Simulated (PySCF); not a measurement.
H2Be, charge +1, doublet, at a GFN2-xTB geometry (such geometries of metal compounds can be far from the true shape) (a state made from the parent by changing its charge; the spin is typed, not shown lowest). Base run: PySCF with M062X/def2-SV(P).

Geometry (Å):
```xyz
3

Be     0.0000     0.0000     0.0000
H      0.0000     0.0000     1.3626
H      0.0000     0.0000    -1.3626
```
Charge +1, spin multiplicity 2.
Orbitals are unrestricted.
All else is at PySCF's defaults.
Base energy -15.43596 Eh.

Variants of this job, named by their change:

| change | ΔE vs base (mEh) | SCF cycles | <S^2> | outcome |
|---|---|---|---|---|
| base | 0.000 | 7 | 0.773 | converged |
| diis = off; damp = 0.6 (with mf.diis_start_cycle = 200; with mf.max_cycle = 150) | 0.000 | 30 | 0.773 | converged |
| solver = newton; init_guess = 1e | 36.095 | - | 0.753 | another SCF solution |
| conv_tol = 1e-7 | 0.000 | 6 | 0.773 | converged |
| diis = off; damp = 0.3 (with mf.diis_start_cycle = 200; with mf.max_cycle = 150) | 0.000 | 17 | 0.773 | converged |
| init_guess = 1e | 36.095 | 6 | 0.753 | another SCF solution |
| conv_tol = 1e-4 | 0.001 | 4 | 0.772 | converged |
| level_shift = 0.1 (with mf.max_cycle = 100) | 0.000 | 8 | 0.773 | converged |
| diis_space = 4 | 0.000 | 7 | 0.773 | converged |
| conv_tol_grad = 1e-7 | 0.000 | 8 | 0.773 | converged |
| diis_space = 2 | 0.000 | 7 | 0.773 | converged |
| init_guess = atom | 0.000 | 7 | 0.773 | converged |
| diis = off (with mf.max_cycle = 100) | 0.000 | 11 | 0.773 | converged |

A guess, shift, damping, solver or small numerical setting can't move a converged solution much, so rows marked as another SCF solution ended in a different state.

Open shells are given as the SCF converged; they aren't shown to be the lowest states, and a large step between rows can be another state.
